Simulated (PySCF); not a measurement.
CCuO, SMILES O=[C+][Cu], charge +1, multiplicity 1.

The structure is a stationary point at ωB97X-D3(BJ)/def2-TZVP. The multiplicity is an assumed one; other spin states were not compared.

Calculation: TDA-M06-2X/def2-TZVPD run with PySCF.

Vertical excitations; the highest root listed may be one member of a degenerate set.  State labels are in the subgroup C2v.

Question: Give excitation energies, oscillator strengths and character. (Estimate from the structure and the level; the computed values follow.)

Answer: 
```tsv
state	symmetry	energy (eV)	λ (nm)	f	main pairs
S1	A1	4.76	261	0.002	HOMO→LUMO 93 %
S2	B1	5.07	245	0.005	HOMO−2→LUMO (degenerate set)
S3	B2	5.07	245	0.005	HOMO−1→LUMO (degenerate set)
S4	A1	5.13	242	0.000	HOMO−4→LUMO (degenerate set)
S5	A2	5.13	242	0.000	HOMO−3→LUMO (degenerate set)
S6	B2	6.77	183	0.040	HOMO→LUMO+2 (degenerate set)
S7	B1	6.77	183	0.040	HOMO→LUMO+1 (degenerate set)
S8	A2	7.17	173	0.000	HOMO−2→LUMO+2 48 %, HOMO−1→LUMO+1 48 %
S9	A1	7.29	170	0.000	HOMO−1→LUMO+2, HOMO−2→LUMO+1 (degenerate set)
S10	A2	7.29	170	0.000	HOMO−1→LUMO+1, HOMO−2→LUMO+2 (degenerate set)
T1	A1	4.04	307	0	HOMO→LUMO 93 %
T2	A1	4.59	270	0	HOMO−4→LUMO (degenerate set)
T3	A2	4.59	270	0	HOMO−3→LUMO (degenerate set)
T4	B2	4.60	270	0	HOMO−1→LUMO 95 %
```
Triplets are in the Tamm–Dancoff approximation.
